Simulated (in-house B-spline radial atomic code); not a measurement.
Radial electron density of neutral terbium, [Xe] 4f9 6s2. Method: Dirac-Kohn-Sham HSE06, spherical fractional occupations, Fermi nucleus of rms radius 5.06 fm. Calculated with an all-electron radial atomic-structure program (B-spline basis).

Caution: exact exchange at fractional occupations of open shells leaves self-interaction of up to several eV.

Columns: r (bohr), 4πr²n(r) (electrons per bohr), bar.

```
 0.00077    2.897 #
0.000968    4.228 ##
 0.00122    6.153 ##
 0.00153    8.808 ###
 0.00192    12.49 #####
 0.00242    17.59 #######
 0.00304    24.25 #########
 0.00383    32.86 #############
 0.00481    43.21 #################
 0.00605    55.12 #####################
 0.00761    67.52 ##########################
 0.00957    78.73 ###############################
   0.012    86.51 ##################################
  0.0151    89.19 ###################################
   0.019    86.37 #################################
  0.0239    80.92 ###############################
  0.0301     78.7 ###############################
  0.0379    85.42 #################################
  0.0476    100.3 #######################################
  0.0599    113.5 ############################################
  0.0753    112.4 ############################################
  0.0947    97.41 ######################################
   0.119    86.89 ##################################
    0.15    94.32 #####################################
   0.188    102.3 ########################################
   0.237    84.79 #################################
   0.298    53.97 #####################
   0.375    43.83 #################
   0.471     51.4 ####################
   0.592    47.89 ###################
   0.745    31.16 ############
   0.937    18.13 #######
    1.18    12.57 #####
    1.48    8.818 ###
    1.86    4.864 ##
    2.34    2.137 #
    2.95    1.029 
     3.7   0.7053 
    4.66   0.4685 
    5.86   0.2188 
    7.37  0.06567 
    9.26   0.0117 
    11.7 0.001039 
    14.7 4.429e-05
```

On this grid the curve has 4 maxima, near 0.0151, 0.0599, 0.188, 0.471 bohr.

The 4f7/2 radial function P(r) = rR(r), positive near the nucleus, with its small component Q(r) (sign convention: Q ≈ (P' + κP/r)/2c):

```tsv
r (bohr)	P	Q
0.0301	0.001698	-9.186e-05
0.0476	0.008167	-0.0004222
0.0753	0.03469	-0.001684
0.119	0.1233	-0.005482
0.188	0.3461	-0.01372
0.298	0.7193	-0.02458
0.471	1.029	-0.02914
0.745	0.9842	-0.02175
1.18	0.6599	-0.0106
1.86	0.3345	-0.003788
2.95	0.1309	-0.001016
4.66	0.04123	-0.000222
7.37	0.008453	-3.392e-05
```
